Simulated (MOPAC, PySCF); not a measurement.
H$_{3}$BO$_{3}$, SMILES `OB(O)O`, neutral singlet in the gas phase. 

Cartesian coordinates (Å):
SMILES: OB(O)O
```xyz
7

O      1.3793    -0.7174    -0.1517
B      0.1300    -0.1855    -0.0291
O     -0.9178    -1.0665    -0.0924
O      0.0132     1.1783     0.1469
H      2.0672    -0.0477    -0.0987
H     -1.7927    -0.6830    -0.0050
H     -0.8793     1.5217     0.2299
```
Charge 0, spin multiplicity 1.

All levels are single points at this geometry (B3LYP-D3(BJ)/def2-TZVP); Pople sets use spherical d functions. Orbital energies aren't observables, and empty levels follow the basis.

```
level                            HOMO (eV)  LUMO (eV)  gap (eV)  dipole (D)  vertical IE, Delta-SCF (eV)
-------------------------------  ---------  ---------  --------  ----------  ---------------------------
B3LYP-D3(BJ)/def2-TZVP in PySCF      -8.89      -0.28      8.61        3.03                        11.78
B3LYP/6-311+G** in PySCF             -8.98      -0.91      8.07        3.16                            –
BP86/6-31G* in PySCF                 -6.91       0.58      7.49        3.06                            –
M06-2X/6-31G* in PySCF              -10.41       2.40     12.81        3.24                            –
AM1 in MOPAC                        -12.55       1.85     14.40        2.70                            –
PM7 in MOPAC                        -11.65       0.41     12.07        2.83                            –
```
